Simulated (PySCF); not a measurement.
Planning a geometry optimisation on `CCP(=S)(CC)CC`.

Method: PBE0-D3(BJ)/def2-SVP geometry optimisation, gas phase (PySCF 2.14.0). Work: geometry optimisation from a GFN2-xTB start shaken at random, density fitting. The command runs a driver script over a list of jobs; the input below is this job's line of settings and its coordinates in Å.

Command:
```bash
OMP_NUM_THREADS=1 python probes_run.py task.json out
```

Input:
```
{"job": {"xc": "PBE0", "basis": "def2-SVP", "d3": "d3bj", "grid": 1, "shake": 0.01, "kind": "geom"}, "charge": 0, "multiplicity": 1}
C      2.734280     0.529090     0.622450
C      1.774230    -0.221790    -0.303150
P      0.137600    -0.543330     0.525510
S      0.332850    -1.511610     2.202110
C     -0.800320    -1.433980    -0.793660
C     -2.228110    -1.694550    -0.333290
C     -0.648550     1.101000     0.754830
C     -0.817880     1.957890    -0.499630
H      2.763170     0.064170     1.606370
H      2.357060     1.569890     0.781400
H      3.707690     0.596650     0.207170
H      1.624520     0.306180    -1.239120
H      2.170530    -1.194540    -0.529850
H     -0.787180    -0.857450    -1.708350
H     -0.270680    -2.382350    -0.939570
H     -2.803200    -0.764530    -0.272600
H     -2.718900    -2.368060    -1.022530
H     -2.223320    -2.149790     0.664470
H     -0.061260     1.618710     1.508860
H     -1.648180     0.888370     1.226470
H     -1.352830     2.883740    -0.247210
H      0.135880     2.180110    -0.947180
H     -1.429720     1.449730    -1.260690
```

Hardware: one thread, Arm Neoverse V1 (aarch64), shared host. PySCF's memory limit was set to 2400 MB.

Problem. How large is the basis?

Solution. 195 functions.

Problem. How long does the run take?

Solution. About 3.1 min. The run took 8 energy-and-gradient evaluations and 52 SCF cycles, 23 s an evaluation on average.

Problem. How much memory does it need at the peak?

Solution. About 0.90 GiB. Peak memory is the resident size of the whole Python process, interpreter and libraries included.

Other jobs ran on the host; a repeat could differ by tens of per cent or more.

The run converged: final energy -976.32238 Eh after 7 steps; dipole 4.76 D.
